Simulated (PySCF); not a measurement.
# Bonding in `C=C[P@](=O)([O-])C1CCC1`

C6H10O2P (charge -1).
Atom-mapped SMILES: `[CH2:1]=[CH:2][P@:3](=[O:4])([O-:5])[CH:6]1[CH2:7][CH2:8][CH2:9]1` (hydrogens: H10, H11 on C1; H12 on C2; H13 on C6; H14, H15 on C7; H16, H17 on C8; H18, H19 on C9)

Structure used (GFN2-xTB), in Å, numbered top down from 1:
```xyz
19
C6H10O2P angstrom
C      2.853   -1.184    0.214
C      2.190   -0.077    0.483
P      0.943    0.604   -0.697
O      0.719   -0.346   -1.820
O      1.304    2.019   -1.006
C     -0.527    0.588    0.462
C     -1.061   -0.825    0.691
C     -2.111   -0.562   -0.395
C     -1.774    0.933   -0.351
H      2.619   -1.734   -0.683
H      3.633   -1.590    0.849
H      2.411    0.514    1.364
H     -0.335    1.196    1.348
H     -1.492   -0.981    1.684
H     -0.348   -1.619    0.475
H     -1.823   -1.008   -1.343
H     -3.142   -0.836   -0.154
H     -2.513    1.535    0.185
H     -1.555    1.397   -1.314
```

Bond orders from the PBE0/pcSseg-1 density (PySCF). Isolated species at its GFN2-xTB geometry (one conformer only). The pcSseg-1 basis has no diffuse functions, a weakness for an anion.

Problem. How far do the computed orders between heavy atoms stray from the drawn ones?

Solution. The largest departure is 0.731, at P3–O5 (drawn single, 1.731). Drawn single, order above 1.12: P3–O5 (1.731). Drawn single, order below 0.88: C2–P3 (0.796) and P3–C6 (0.790). Drawn double or triple, more than 0.30 short of the drawn order: P3–O4 (1.689). The SMILES, with its formal charges, is one Lewis structure only.

Problem. Set the Mayer orders of the bonds beside their lengths.

Solution. 
```
  bond  drawn as  length (Å)  Mayer order
 C1–C2    double       1.318        1.971
 C2–P3    single       1.847        0.796
 P3–O4    double       1.488        1.689
 P3–O5    single       1.492        1.731
 P3–C6    single       1.872        0.790
 C6–C7    single       1.527        0.991
 C7–C8    single       1.533        1.050
 C8–C9    single       1.533        1.044
 C9–C6    single       1.529        1.009
C1–H10    single       1.078        0.938
C1–H11    single       1.085        0.954
C2–H12    single       1.084        0.951
C6–H13    single       1.092        0.956
C7–H14    single       1.094        0.950
C7–H15    single       1.090        0.947
C8–H16    single       1.087        0.933
C8–H17    single       1.093        0.960
C9–H18    single       1.093        0.954
C9–H19    single       1.091        0.947
```

By pair of heavy elements: C–C: lowest C6–C7 (0.991, 1.527 Å), highest C1–C2 (1.971, 1.318 Å); in 4 of the 10 pairs the longer bond (by over 0.003 Å) has the higher order (by 0.02 or more). C–P: all 2 within 0.02 of one another (0.790 to 0.796). O–P: lowest P3–O4 (1.689, 1.488 Å), highest P3–O5 (1.731, 1.492 Å); in 1 of the 1 pairs the longer bond (by over 0.003 Å) has the higher order (by 0.02 or more).

Problem. Sum the orders of all bonds at each heavy atom with more than one neighbour and set the sums beside the valence in the SMILES.

Solution. C1 3.863 (drawn 4), C2 3.718 (drawn 4), P3 5.006 (drawn 5), C6 3.746 (drawn 4), C7 3.938 (drawn 4), C8 3.987 (drawn 4), C9 3.954 (drawn 4). Orders between atoms that aren't bonded are not in these sums.

For a closed shell the Mayer order of atoms A and B is Σ (PS)μν (PS)νμ over the basis functions μ on A and ν on B, with P the density and S the overlap matrix.

The run behind these numbers computed NMR shieldings as well. Time: 39 s wall; peak memory 0.94 GiB. Hardware: AMD EPYC 7R43, one thread (shared host).
